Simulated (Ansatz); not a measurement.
HNP (SMILES [NH+]#P), charge 1, multiplicity 1, relaxed at each level with Ansatz (a program for electronic structure); harmonic frequencies from differences of analytic forces, average atomic masses, frozen cores.

| level | harmonic frequencies (cm⁻¹) | ZPE (eV) | cost over HF/def2-TZVPP (rough) |
|---|---|---|---|
| HF/def2-TZVPP | 791 791 1622 3829 | 0.436 | ×1 |
| PBE/def2-TZVPP | 666 666 1393 3513 | 0.387 | ×1 |
| r2SCAN/def2-TZVPP | 697 697 1442 3593 | 0.398 | ×2 |
| MP2/cc-pV(T+d)Z | 689 689 1328 3583 | 0.390 | ×2 |
| CCSD(T)/cc-pV(D+d)Z | 683 683 1357 3583 | 0.391 | ×1 |
| CCSD(T)/cc-pV(T+d)Z | 683 683 1389 3606 | 0.394 | ×8 |

Doubts at one or more of the structures used: a restricted determinant that unrestricted orbitals would lower (MP2/cc-pV(T+d)Z, CCSD(T)/cc-pV(D+d)Z, CCSD(T)/cc-pV(T+d)Z).
